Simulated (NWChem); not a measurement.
Molecule: SbBrF₂; SMILES [Sb]([F])([Br])[F]

```xyz
4

Sb     0.0000     0.7416     0.2744
F     -1.4143     1.1164    -0.9744
F      1.4077     1.1182    -0.9814
Br     0.0011    -1.7489     0.0154
```
Atoms are numbered in this order, from 1.

Level: PBE0/def2-SVP with def2 effective core potentials on Sb (NWChem), optimised geometry, unscaled harmonic frequencies. This build's default masses of Se (78.918 u) and Br (79.917 u) are each other's, which moves their modes by up to 0.6 %. def2 effective core potentials on Sb; no spin-orbit coupling.

```tsv
frequency (cm⁻¹)	IR intensity (km/mol)
132	0.7
154	6.3
211	11.5
271	49.7
648	72.7
654	69.8
```

```json
{
 "zero_point_energy": "3.0 kcal/mol",
 "thermal correction to the enthalpy at 298.15 K (with zero-point energy)": "6.9 kcal/mol",
 "heat capacity Cv": "15.2 cal/(mol K)",
 "entropy at 298.15 K and 1 atm (symmetry number 1)": "80.5 cal/(mol K)"
}
```

Rigid rotor and harmonic oscillator.
